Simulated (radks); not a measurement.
Q: Se, configuration [Ar] 3d10 4s2 4p4 (the NIST ground configuration). Calculated with a radial shooting solver on a logarithmic mesh with Libxc functionals: scalar-relativistic Kohn-Sham, LDA (Slater exchange, Perdew-Wang correlation), spin-unpolarised, spherical densities, finite nucleus; Fermi nuclear charge, rms radius 4.14 fm; hard spherical wall at 2 bohr. Some entries of the table are withheld. Estimate them.

orbital  occ.  eigenvalue (eV)  <r> (bohr)  <r^2> (bohr^2)
1s          2        -12423.70     0.04414        0.002623
2s          2        -1550.851      0.1964         0.04549
2p          6        -1358.335      0.1715         0.03600
3s          2        -165.1205      0.5819          0.3908
3p          6        -105.4785      0.6002             (1)
3d         10          -6.7258      0.6422             (2)
4s          2          42.4912       1.203           1.583
4p          4          63.9667       1.208           1.613
4d          0         101.6238       1.170           1.575
5s          0         225.3209       1.171           1.612
5p          0         246.3224       1.148           1.569

A: 
(1) 3p <r^2> (bohr^2): 0.4235
(2) 3d <r^2> (bohr^2): 0.5065
